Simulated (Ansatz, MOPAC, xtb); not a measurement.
Complex: GeH4 (SMILES [GeH4]) (first 5 atoms) with C2H6 (SMILES CC); geometry from B3LYP-D3(BJ)/def2-TZVP, rigid monomers moved along the line of their centres of mass till Ge1···C6 is 4.38 Å.
(charge 0, multiplicity 1):
```xyz
13

Ge    -0.15445     0.14854    -0.24638
H     -0.50518    -0.05966    -1.72773
H      0.41996    -1.15308     0.33115
H     -1.42204     0.53481     0.52929
H      0.88636     1.27009    -0.11978
C      0.60726     0.44615     4.05809
C     -0.34037    -0.70244     4.39084
H      1.05677     0.86464     4.96063
H      0.08514     1.25664     3.54587
H      1.42091     0.11522     3.40970
H      0.18248    -1.51151     4.90447
H     -0.78929    -1.12133     3.48853
H     -1.15339    -0.37047     5.03939
```

Monomers are frozen at their geometry in the pair; levels with a basis set take the counterpoise correction.

The state that AM1 reach isn't checked.

Programs: Ansatz (a quantum-chemistry and plane-wave program); MOPAC for AM1 (differences of heats of formation); xtb for the GFN methods. Values without a source in brackets are computed.

One of these levels gives -3.09 kcal/mol for the interaction energy. Which one is it?
A. r2SCAN/def2-TZVPPD
B. AM1
C. GFN1-xTB
D. GFN2-xTB

C, GFN1-xTB. The others give 0.02 (AM1), -1.30 (GFN2-xTB), -0.37 (r2SCAN/def2-TZVPPD)
